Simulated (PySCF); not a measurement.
One of the candidates below gave these computed data.

All candidates are C4H13NSi4.

| technique | computed result |
| --- | --- |
| Valence photoelectron | vertical ionisation energy: 7.74 eV [ΔSCF CAM-B3LYP/def2-SVPD] |
| UV, strongest line | among the 10 lowest singlet transitions: S5 at 5.32 eV (233 nm, f = 0.153) [TDDFT CAM-B3LYP/def2-SVPD] |
| Polarisability | 174.3 au [CAM-B3LYP/def2-SVPD] |
| UV, first state | lowest singlet excitation: 3.91 eV (317 nm, f = 0.003) [TDDFT CAM-B3LYP/def2-SVPD] |
| Triplet | lowest triplet excitation (Tamm–Dancoff): 3.62 eV [TDA CAM-B3LYP/def2-SVPD] |
| 13C NMR | chemical shifts (computed TMS as zero) by class: 112.2 (1 C), 87.3 (1 C), 39.1 (2 C) ppm [GIAO PBE0/pcSseg-1] |
| 1H NMR | chemical shifts (computed TMS as zero) by class: 4.43 (2 H), 4.29 (2 H), 3.77 (1 H), 3.73 (1 H), 3.02 (1 H), 2.45 (6 H) ppm [GIAO PBE0/pcSseg-1] |
| Rotational structure | rotational constants A, B, C: 1.031, 0.622, 0.554 GHz [PBE0-D3(BJ)/def2-SVP] |

Electronic properties: PySCF, gas phase, density fitting. Levels stand in brackets. Geometry: PBE0-D3(BJ)/def2-SVP, one conformer, isolated molecule. NMR values are class means; diastereotopic atoms form classes of their own.

Task: Which candidate is it?
A. `[SiH3]N([SiH3])C1=C[SiH2]C=C[SiH2]1`
B. `C#C[Si]1(N(C)C)[SiH2][SiH2][SiH2]1`
C. `[SiH3][SiH2][SiH2][SiH2]n1cccc1`

Result: B. It is `C#C[Si]1(N(C)C)[SiH2][SiH2][SiH2]1`. Numbering: `[CH:1]#[C:2][Si:3]1([N:4]([CH3:5])[CH3:6])[SiH2:7][SiH2:8][SiH2:9]1`. Its formula, C4H13NSi4, gives 3 degrees of unsaturation: 1 ring and 2 π bonds in the structure found. 4 carbons fall into 3 classes; from least to most shielded: terminal alkyne carbon [C1] (112.2 ppm), alkyne carbon [C2] (87.3 ppm), N-methyl carbon [C5/C6] (39.1 ppm, 2 C). Hydrogen classes from least to most shielded: 2 H on 2 SiH2 silicons, Si7/Si9 (4.43 ppm), 2 H on 2 SiH2 silicons, Si7/Si9 (4.29 ppm), 1 H on an SiH2 silicon, Si8 (3.77 ppm), 1 H on an SiH2 silicon, Si8 (3.73 ppm), 1 H on a terminal alkyne carbon, C1 (3.02 ppm), 6 H on 2 N-methyl carbons, C5/C6 (2.45 ppm, a mean of values up to 1.0 ppm apart in this geometry). S1 is mainly HOMO→LUMO (weight 0.93); the largest Löwdin shares of the orbital it empties are 0.34 on the silicon-bound nitrogen, 0.15 on an SiH2 silicon, 0.13 on the four-coordinate silicon and 0.07 on an SiH2 silicon, of the orbital it fills 0.17 on an SiH2 silicon, 0.16 on the four-coordinate silicon, 0.16 on an SiH2 silicon and 0.14 on an SiH2 silicon. The optimised geometry has point group C1 and is an asymmetric top.

The others, at the same levels:
- `[SiH3][SiH2][SiH2][SiH2]n1cccc1` fails: it has 2 carbon classes against 3; its computed 13C shifts are 131.6 (2 C), 119.6 (2 C) ppm, 1H shifts are 6.63 (2 H), 6.47 (2 H), 5.37 (2 H), 3.65 (2 H), 3.59 (3 H), 2.58 (2 H) ppm and rotational constant A is 0.944 GHz (against 1.031 GHz).
- `[SiH3]N([SiH3])C1=C[SiH2]C=C[SiH2]1` fails: its computed lowest singlet excitation is 5.32 eV (233 nm, f = 0.189) (against 3.91 eV), vertical ionisation energy is 8.24 eV (against 7.74 eV) and strongest line among the 10 lowest singlet transitions is S8 at 6.71 eV (185 nm, f = 0.415) (against S5 at 5.32 eV).

Each candidate is one conformer, not necessarily the lowest. Dipoles, sizes and rotational constants follow the conformer. The torsions of the flexible species, by atom-mapped SMILES:
- `[CH:1]#[C:2][Si:3]1([N:4]([CH3:5])[CH3:6])[SiH2:7][SiH2:8][SiH2:9]1`: C2–Si3–N4–C5 -36°
- `[SiH3:1][SiH2:2][SiH2:3][SiH2:4][n:5]1[cH:6][cH:7][cH:8][cH:9]1`: Si1–Si2–Si3–Si4 -104°, Si2–Si3–Si4–N5 32°, Si3–Si4–N5–C6 48°
- `[SiH3:1][N:2]([SiH3:3])[C:4]1=[CH:5][SiH2:6][CH:7]=[CH:8][SiH2:9]1`: Si1–N2–C4–C5 -156°
